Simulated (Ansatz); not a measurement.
Harmonic vibrations of CH$_{8}$GaNO$_{3}$, SMILES `C[NH2+][Ga-]([OH])([OH])[OH]` by finite differences.

```yaml
crystal:
  periodic: [false, false, false]
  atoms:
    - {symbol: C, position_ang: [0.097696, -1.673389, 0.849016]}
    - {symbol: N, position_ang: [0.903682, -0.561316, 0.325392]}
    - {symbol: Ga, position_ang: [-0.260439, 0.947663, -0.492783]}
    - {symbol: O, position_ang: [-0.930603, 1.626736, 1.047564]}
    - {symbol: O, position_ang: [1.027450, 1.886278, -1.352240]}
    - {symbol: O, position_ang: [-1.380715, -0.045466, -1.513934]}
    - {symbol: H, position_ang: [0.716389, -2.478279, 1.251138]}
    - {symbol: H, position_ang: [-0.530737, -2.051878, 0.043918]}
    - {symbol: H, position_ang: [-0.549821, -1.285874, 1.634848]}
    - {symbol: H, position_ang: [1.547195, -0.878476, -0.392274]}
    - {symbol: H, position_ang: [1.464073, -0.143217, 1.060962]}
    - {symbol: H, position_ang: [-1.888440, 1.654627, 1.053612]}
    - {symbol: H, position_ang: [1.093974, 2.791030, -1.043313]}
    - {symbol: H, position_ang: [-1.322506, 0.182259, -2.443108]}
basis:
  gaussian: {orbitals: def2-TZVP}
hamiltonian: {xc: pbe0, dispersion: d4}
phonons: {temperatures: {t_min: 298.15, t_max: 900, t_step: 200}}
```

```sh
$ ansatz run in.yaml --threads 4 --pin off --events-out ev --progress --plain --max-ram 11315MiB
```

Output, abridged:

```
Functional definition: PBE0
mean field -61167.18603432 eV, -2247.8526261533 hartree, gradient 3.8e-5 eV, S^2 0.000000; 0 other end points of the search recorded, 0 dependent functions left out
mean field -61167.18586473 eV, -2247.8526199211 hartree, gradient 2.5e-6 eV, S^2 0.000000; 0 other end points of the search recorded, 0 dependent functions left out
mean field -61167.18586299 eV, -2247.8526198571 hartree, gradient 2.4e-6 eV, S^2 0.000000; 0 other end points of the search recorded, 0 dependent functions left out
mean field -61167.18583745 eV, -2247.8526189185 hartree, gradient 2.4e-6 eV, S^2 0.000000; 0 other end points of the search recorded, 0 dependent functions left out
mean field -61167.18590710 eV, -2247.8526214781 hartree, gradient 2.5e-6 eV, S^2 0.000000; 0 other end points of the search recorded, 0 dependent functions left out
mean field -61167.18587110 eV, -2247.8526201551 hartree, gradient 2.4e-6 eV, S^2 0.000000; 0 other end points of the search recorded, 0 dependent functions left out
mean field -61167.18583675 eV, -2247.8526188928 hartree, gradient 2.5e-6 eV, S^2 0.000000; 0 other end points of the search recorded, 0 dependent functions left out
mean field -61167.18589080 eV, -2247.8526208792 hartree, gradient 2.4e-6 eV, S^2 0.000000; 0 other end points of the search recorded, 0 dependent functions left out
mean field -61167.18585180 eV, -2247.8526194459 hartree, gradient 2.5e-6 eV, S^2 0.000000; 0 other end points of the search recorded, 0 dependent functions left out
mean field -61167.18587588 eV, -2247.8526203310 hartree, gradient 2.5e-6 eV, S^2 0.000000; 0 other end points of the search recorded, 0 dependent functions left out
mean field -61167.18593246 eV, -2247.8526224102 hartree, gradient 2.5e-6 eV, S^2 0.000000; 0 other end points of the search recorded, 0 dependent functions left out
mean field -61167.18585775 eV, -2247.8526196648 hartree, gradient 2.5e-6 eV, S^2 0.000000; 0 other end points of the search recorded, 0 dependent functions left out
mean field -61167.18582740 eV, -2247.8526185491 hartree, gradient 2.5e-6 eV, S^2 0.000000; 0 other end points of the search recorded, 0 dependent functions left out
mean field -61167.18594231 eV, -2247.8526227721 hartree, gradient 2.5e-6 eV, S^2 0.000000; 0 other end points of the search recorded, 0 dependent functions left out
mean field -61167.18595547 eV, -2247.8526232559 hartree, gradient 2.5e-6 eV, S^2 0.000000; 0 other end points of the search recorded, 0 dependent functions left out
mean field -61167.18598901 eV, -2247.8526244882 hartree, gradient 2.5e-6 eV, S^2 0.000000; 0 other end points of the search recorded, 0 dependent functions left out
mean field -61167.18593772 eV, -2247.8526226034 hartree, gradient 2.4e-6 eV, S^2 0.000000; 0 other end points of the search recorded, 0 dependent functions left out
mean field -61167.18592349 eV, -2247.8526220806 hartree, gradient 2.5e-6 eV, S^2 0.000000; 0 other end points of the search recorded, 0 dependent functions left out
mean field -61167.18595217 eV, -2247.8526231347 hartree, gradient 2.5e-6 eV, S^2 0.000000; 0 other end points of the search recorded, 0 dependent functions left out
mean field -61167.18583584 eV, -2247.8526188596 hartree, gradient 2.5e-6 eV, S^2 0.000000; 0 other end points of the search recorded, 0 dependent functions left out
mean field -61167.18586908 eV, -2247.8526200809 hartree, gradient 2.5e-6 eV, S^2 0.000000; 0 other end points of the search recorded, 0 dependent functions left out
mean field -61167.18605577 eV, -2247.8526269418 hartree, gradient 2.5e-6 eV, S^2 0.000000; 0 other end points of the search recorded, 0 dependent functions left out
mean field -61167.18598628 eV, -2247.8526243882 hartree, gradient 2.5e-6 eV, S^2 0.000000; 0 other end points of the search recorded, 0 dependent functions left out
mean field -61167.18602156 eV, -2247.8526256846 hartree, gradient 2.5e-6 eV, S^2 0.000000; 0 other end points of the search recorded, 0 dependent functions left out
mean field -61167.18594402 eV, -2247.8526228350 hartree, gradient 2.5e-6 eV, S^2 0.000000; 0 other end points of the search recorded, 0 dependent functions left out
mean field -61167.18602723 eV, -2247.8526258929 hartree, gradient 2.5e-6 eV, S^2 0.000000; 0 other end points of the search recorded, 0 dependent functions left out
mean field -61167.18596624 eV, -2247.8526236516 hartree, gradient 2.5e-6 eV, S^2 0.000000; 0 other end points of the search recorded, 0 dependent functions left out
mean field -61167.18588909 eV, -2247.8526208164 hartree, gradient 2.5e-6 eV, S^2 0.000000; 0 other end points of the search recorded, 0 dependent functions left out
mean field -61167.18583457 eV, -2247.8526188128 hartree, gradient 2.5e-6 eV, S^2 0.000000; 0 other end points of the search recorded, 0 dependent functions left out
mean field -61167.18596824 eV, -2247.8526237249 hartree, gradient 2.5e-6 eV, S^2 0.000000; 0 other end points of the search recorded, 0 dependent functions left out
mean field -61167.18602738 eV, -2247.8526258983 hartree, gradient 2.5e-6 eV, S^2 0.000000; 0 other end points of the search recorded, 0 dependent functions left out
mean field -61167.18596687 eV, -2247.8526236747 hartree, gradient 2.4e-6 eV, S^2 0.000000; 0 other end points of the search recorded, 0 dependent functions left out
mean field -61167.18604122 eV, -2247.8526264069 hartree, gradient 2.5e-6 eV, S^2 0.000000; 0 other end points of the search recorded, 0 dependent functions left out
mean field -61167.18598627 eV, -2247.8526243877 hartree, gradient 2.4e-6 eV, S^2 0.000000; 0 other end points of the search recorded, 0 dependent functions left out
[...]
mean field -61167.18597669 eV, -2247.8526240357 hartree, gradient 2.5e-6 eV, S^2 0.000000; 0 other end points of the search recorded, 0 dependent functions left out
mean field -61167.18596726 eV, -2247.8526236889 hartree, gradient 2.5e-6 eV, S^2 0.000000; 0 other end points of the search recorded, 0 dependent functions left out
mean field -61167.18598078 eV, -2247.8526241860 hartree, gradient 2.5e-6 eV, S^2 0.000000; 0 other end points of the search recorded, 0 dependent functions left out
mean field -61167.18596281 eV, -2247.8526235256 hartree, gradient 2.5e-6 eV, S^2 0.000000; 0 other end points of the search recorded, 0 dependent functions left out
mean field -61167.18600020 eV, -2247.8526248994 hartree, gradient 2.5e-6 eV, S^2 0.000000; 0 other end points of the search recorded, 0 dependent functions left out
mean field -61167.18601241 eV, -2247.8526253482 hartree, gradient 2.5e-6 eV, S^2 0.000000; 0 other end points of the search recorded, 0 dependent functions left out
mean field -61167.18595364 eV, -2247.8526231886 hartree, gradient 2.5e-6 eV, S^2 0.000000; 0 other end points of the search recorded, 0 dependent functions left out
mean field -61167.18596223 eV, -2247.8526235041 hartree, gradient 2.5e-6 eV, S^2 0.000000; 0 other end points of the search recorded, 0 dependent functions left out
mean field -61167.18599046 eV, -2247.8526245417 hartree, gradient 2.5e-6 eV, S^2 0.000000; 0 other end points of the search recorded, 0 dependent functions left out
mean field -61167.18597637 eV, -2247.8526240238 hartree, gradient 2.5e-6 eV, S^2 0.000000; 0 other end points of the search recorded, 0 dependent functions left out
mean field -61167.18600061 eV, -2247.8526249145 hartree, gradient 2.5e-6 eV, S^2 0.000000; 0 other end points of the search recorded, 0 dependent functions left out
mean field -61167.18599982 eV, -2247.8526248857 hartree, gradient 2.5e-6 eV, S^2 0.000000; 0 other end points of the search recorded, 0 dependent functions left out
mean field -61167.18596021 eV, -2247.8526234299 hartree, gradient 2.5e-6 eV, S^2 0.000000; 0 other end points of the search recorded, 0 dependent functions left out
mean field -61167.18594480 eV, -2247.8526228638 hartree, gradient 2.5e-6 eV, S^2 0.000000; 0 other end points of the search recorded, 0 dependent functions left out
mean field -61167.18585420 eV, -2247.8526195342 hartree, gradient 2.5e-6 eV, S^2 0.000000; 0 other end points of the search recorded, 0 dependent functions left out
mean field -61167.18588035 eV, -2247.8526204951 hartree, gradient 2.5e-6 eV, S^2 0.000000; 0 other end points of the search recorded, 0 dependent functions left out
mean field -61167.18603813 eV, -2247.8526262935 hartree, gradient 2.5e-6 eV, S^2 0.000000; 0 other end points of the search recorded, 0 dependent functions left out
mean field -61167.18602694 eV, -2247.8526258823 hartree, gradient 2.5e-6 eV, S^2 0.000000; 0 other end points of the search recorded, 0 dependent functions left out
mean field -61167.18602958 eV, -2247.8526259792 hartree, gradient 2.5e-6 eV, S^2 0.000000; 0 other end points of the search recorded, 0 dependent functions left out
mean field -61167.18602644 eV, -2247.8526258638 hartree, gradient 2.5e-6 eV, S^2 0.000000; 0 other end points of the search recorded, 0 dependent functions left out
mean field -61167.18603061 eV, -2247.8526260171 hartree, gradient 2.5e-6 eV, S^2 0.000000; 0 other end points of the search recorded, 0 dependent functions left out
mean field -61167.18602689 eV, -2247.8526258805 hartree, gradient 2.5e-6 eV, S^2 0.000000; 0 other end points of the search recorded, 0 dependent functions left out
mean field -61167.18589545 eV, -2247.8526210501 hartree, gradient 2.5e-6 eV, S^2 0.000000; 0 other end points of the search recorded, 0 dependent functions left out
mean field -61167.18587221 eV, -2247.8526201961 hartree, gradient 2.5e-6 eV, S^2 0.000000; 0 other end points of the search recorded, 0 dependent functions left out
mean field -61167.18601503 eV, -2247.8526254447 hartree, gradient 2.5e-6 eV, S^2 0.000000; 0 other end points of the search recorded, 0 dependent functions left out
mean field -61167.18601574 eV, -2247.8526254706 hartree, gradient 2.5e-6 eV, S^2 0.000000; 0 other end points of the search recorded, 0 dependent functions left out
mean field -61167.18602712 eV, -2247.8526258889 hartree, gradient 2.5e-6 eV, S^2 0.000000; 0 other end points of the search recorded, 0 dependent functions left out
mean field -61167.18603358 eV, -2247.8526261264 hartree, gradient 2.5e-6 eV, S^2 0.000000; 0 other end points of the search recorded, 0 dependent functions left out
mean field -61167.18602526 eV, -2247.8526258205 hartree, gradient 2.5e-6 eV, S^2 0.000000; 0 other end points of the search recorded, 0 dependent functions left out
mean field -61167.18601894 eV, -2247.8526255882 hartree, gradient 2.5e-6 eV, S^2 0.000000; 0 other end points of the search recorded, 0 dependent functions left out
mean field -61167.18586090 eV, -2247.8526197804 hartree, gradient 2.5e-6 eV, S^2 0.000000; 0 other end points of the search recorded, 0 dependent functions left out
mean field -61167.18588990 eV, -2247.8526208463 hartree, gradient 2.5e-6 eV, S^2 0.000000; 0 other end points of the search recorded, 0 dependent functions left out
Total energy: -61167.44109339 eV, -2247.8619994015 hartree
Atom 0 at     0.097696    -1.673389     0.849016 Å, force    -0.000984     0.000153    -0.000099 eV/Å
Atom 1 at     0.903682    -0.561316     0.325392 Å, force     0.001375    -0.000203     0.000019 eV/Å
Atom 2 at    -0.260439     0.947663    -0.492783 Å, force    -0.000187     0.000399    -0.000548 eV/Å
Atom 3 at    -0.930603     1.626736     1.047564 Å, force    -0.000304    -0.000130     0.000457 eV/Å
Atom 4 at     1.027450     1.886278    -1.352240 Å, force    -0.000051    -0.000156     0.000114 eV/Å
Atom 5 at    -1.380715    -0.045466    -1.513934 Å, force     0.000438     0.000331     0.000270 eV/Å
Atom 6 at     0.716389    -2.478279     1.251138 Å, force    -0.000047     0.000117    -0.000146 eV/Å
Atom 7 at    -0.530737    -2.051878     0.043918 Å, force     0.000508     0.000155     0.000623 eV/Å
Atom 8 at    -0.549821    -1.285874     1.634848 Å, force     0.000559    -0.000110    -0.000494 eV/Å
Atom 9 at     1.547195    -0.878476    -0.392274 Å, force    -0.000537     0.000041     0.000447 eV/Å
Atom 10 at     1.464073    -0.143217     1.060962 Å, force    -0.000887    -0.000185    -0.000592 eV/Å
Atom 11 at    -1.888440     1.654627     1.053612 Å, force     0.000111    -0.000101    -0.000108 eV/Å
Atom 12 at     1.093974     2.791030    -1.043313 Å, force     0.000045    -0.000142    -0.000066 eV/Å
Atom 13 at    -1.322506     0.182259    -2.443108 Å, force    -0.000039    -0.000167     0.000121 eV/Å
Dipole moment:     0.377145    -0.542225     0.292749 e Å
Vibrations: 34.66 86.27 102.51 153.38 159.86 205.08 223.98 229.15 246.72 260.97 284.81 409.78 626.19 632.67 673.13 675.92 805.84 824.58 827.70 1008.47 1032.85 1063.33 1237.19 1337.81 1452.52 1501.98 1505.57 1638.46 3064.08 3147.68 3169.81 3513.29 3586.60 3914.31 3915.52 3916.85 cm⁻¹, zero-point energy 2.942734 eV
```

Hardware: 4 threads of an Arm Neoverse V2 on a shared host. Wall time 5.3 min, peak host memory 0.85 GiB.
